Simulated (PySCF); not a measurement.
# Basis-set dependence of population analyses: `C[O+](C)[BH2-]C#N`

Compound: C3H8BNO.
Bonds: C1–O2, O2–C3, O2–B4, B4–C5, C5–N6 (triple). Hydrogens: H7, H8, H9 on C1; H10, H11, H12 on C3; H13, H14 on B4.

PBE0 throughout (PySCF), one geometry, spherical d and f functions. Geometry: PBE0-D3(BJ)/def2-SVP, one conformer, isolated molecule. Atoms taken as equivalent share a column and are averaged.

Mulliken charges (e):

| basis | functions | C1/C3 | O2 | B4 | C5 | N6 | H7 (×6) | H13/H14 |
| --- | --- | --- | --- | --- | --- | --- | --- | --- |
| STO-3G | 38 | -0.117 | -0.123 | +0.068 | -0.051 | -0.247 | +0.122 | -0.072 |
| 6-31G | 70 | -0.247 | -0.563 | +0.213 | -0.015 | -0.327 | +0.213 | -0.047 |
| pcSseg-0 | 70 | -0.349 | -0.699 | +0.251 | -0.112 | -0.412 | +0.269 | +0.028 |
| 6-31G* | 100 | -0.299 | -0.428 | +0.057 | +0.098 | -0.358 | +0.217 | -0.035 |
| cc-pVDZ | 124 | +0.065 | -0.244 | +0.006 | -0.061 | -0.188 | +0.082 | -0.066 |
| def2-SVP | 124 | +0.117 | -0.353 | -0.027 | -0.133 | -0.109 | +0.081 | -0.050 |
| 6-311+G(2d,p) | 210 | -0.307 | -0.251 | +0.109 | +0.006 | -0.354 | +0.184 | -0.001 |
| aug-cc-pVDZ | 210 | +0.788 | -0.618 | -0.930 | +0.135 | -0.526 | -0.151 | +0.635 |
| def2-TZVP | 234 | -0.236 | -0.015 | -0.194 | -0.194 | -0.070 | +0.157 | +0.003 |
| IGLO-III | 290 | -0.232 | -0.176 | +0.229 | -0.036 | -0.355 | +0.155 | -0.063 |
| cc-pVTZ | 292 | -0.127 | -0.056 | -0.128 | -0.134 | -0.142 | +0.121 | -0.006 |
| pcSseg-2 | 328 | +0.141 | -0.345 | +0.210 | -0.147 | -0.206 | +0.062 | -0.082 |

IAO charges (e):

| basis | functions | C1/C3 | O2 | B4 | C5 | N6 | H7 (×6) | H13/H14 |
| --- | --- | --- | --- | --- | --- | --- | --- | --- |
| STO-3G | 38 | -0.237 | -0.067 | -0.160 | -0.038 | -0.195 | +0.160 | -0.012 |
| 6-31G | 70 | -0.244 | -0.156 | -0.182 | +0.030 | -0.257 | +0.175 | +0.001 |
| pcSseg-0 | 70 | -0.219 | -0.165 | -0.191 | +0.037 | -0.255 | +0.169 | -0.002 |
| 6-31G* | 100 | -0.211 | -0.165 | -0.170 | +0.033 | -0.260 | +0.166 | -0.005 |
| cc-pVDZ | 124 | -0.210 | -0.160 | -0.185 | +0.030 | -0.253 | +0.165 | -0.001 |
| def2-SVP | 124 | -0.200 | -0.158 | -0.183 | +0.033 | -0.253 | +0.162 | -0.005 |
| 6-311+G(2d,p) | 210 | -0.220 | -0.167 | -0.184 | +0.042 | -0.271 | +0.169 | +0.001 |
| aug-cc-pVDZ | 210 | -0.218 | -0.164 | -0.185 | +0.042 | -0.270 | +0.168 | +0.001 |
| def2-TZVP | 234 | -0.217 | -0.168 | -0.181 | +0.041 | -0.269 | +0.169 | 0.000 |
| IGLO-III | 290 | -0.219 | -0.168 | -0.182 | +0.042 | -0.271 | +0.169 | +0.001 |
| cc-pVTZ | 292 | -0.219 | -0.167 | -0.182 | +0.038 | -0.265 | +0.169 | 0.000 |
| pcSseg-2 | 328 | -0.217 | -0.168 | -0.181 | +0.042 | -0.271 | +0.169 | 0.000 |

Hirshfeld charges (e):

| basis | functions | C1/C3 | O2 | B4 | C5 | N6 | H7 (×6) | H13/H14 |
| --- | --- | --- | --- | --- | --- | --- | --- | --- |
| STO-3G | 38 | +0.070 | +0.044 | +0.028 | -0.051 | -0.217 | +0.042 | -0.098 |
| 6-31G | 70 | +0.010 | +0.021 | +0.013 | -0.016 | -0.248 | +0.062 | -0.080 |
| pcSseg-0 | 70 | +0.007 | +0.053 | +0.001 | -0.016 | -0.238 | +0.060 | -0.086 |
| 6-31G* | 100 | +0.009 | +0.029 | +0.013 | -0.009 | -0.255 | +0.061 | -0.080 |
| cc-pVDZ | 124 | -0.002 | +0.047 | +0.007 | -0.018 | -0.239 | +0.061 | -0.081 |
| def2-SVP | 124 | -0.003 | +0.046 | +0.003 | -0.011 | -0.245 | +0.063 | -0.082 |
| 6-311+G(2d,p) | 210 | -0.002 | +0.002 | +0.025 | -0.014 | -0.255 | +0.065 | -0.072 |
| aug-cc-pVDZ | 210 | -0.009 | +0.005 | +0.022 | -0.011 | -0.253 | +0.066 | -0.071 |
| def2-TZVP | 234 | -0.006 | +0.012 | +0.018 | -0.011 | -0.253 | +0.065 | -0.073 |
| IGLO-III | 290 | -0.010 | +0.007 | +0.020 | -0.010 | -0.254 | +0.066 | -0.071 |
| cc-pVTZ | 292 | -0.007 | +0.020 | +0.016 | -0.010 | -0.250 | +0.065 | -0.075 |
| pcSseg-2 | 328 | -0.011 | +0.008 | +0.019 | -0.008 | -0.254 | +0.067 | -0.072 |

Some averages cover members that differ in this geometry, most widely: H7 (×6), Mulliken in aug-cc-pVDZ -0.250 to +0.006; H7 (×6), Mulliken in 6-311+G(2d,p) +0.161 to +0.217; H7 (×6), Mulliken in 6-31G +0.197 to +0.251; H7 (×6), Mulliken in 6-31G* +0.201 to +0.254 e.

**Question.** Which scheme is steadiest as the basis changes?

**Answer.** Largest range over the bases for any column: Hirshfeld 0.08 e, IAO 0.10 e, Mulliken 1.18 e. Hirshfeld charges move least and Mulliken charges most, counted in e. Without the minimal STO-3G basis the ranges are Hirshfeld 0.05, IAO 0.04, Mulliken 1.18 e.

**Question.** How much do the charges still move between the two largest bases, cc-pVTZ and pcSseg-2?

**Answer.** At most, over all atoms: Mulliken 0.338 e, IAO 0.005 e, Hirshfeld 0.012 e.

**Question.** What do the same runs give for the total energy, the frontier levels and the dipole moment?

**Answer.** 
```
        basis  energy (Eh)  HOMO (eV)  LUMO (eV)  μ (D)
       STO-3G    -270.1731      -6.00       4.01   7.22
        6-31G    -273.5140      -8.00       0.40   7.57
     pcSseg-0    -272.9826      -8.18       0.27   7.82
       6-31G*    -273.5941      -7.92       0.46   7.35
      cc-pVDZ    -273.6121      -7.96       0.32   7.24
     def2-SVP    -273.3953      -8.03       0.29   7.37
6-311+G(2d,p)    -273.6790      -8.21      -0.32   7.43
  aug-cc-pVDZ    -273.6297      -8.19      -0.53   7.36
    def2-TZVP    -273.7025      -8.19      -0.06   7.37
     IGLO-III    -273.7092      -8.21      -0.15   7.39
      cc-pVTZ    -273.6953      -8.15       0.02   7.31
     pcSseg-2    -273.7035      -8.21      -0.17   7.42
```

The dipole is fixed by the density alone, so its range of 0.60 D shows that the density itself changes with the basis, not only its division among atoms.
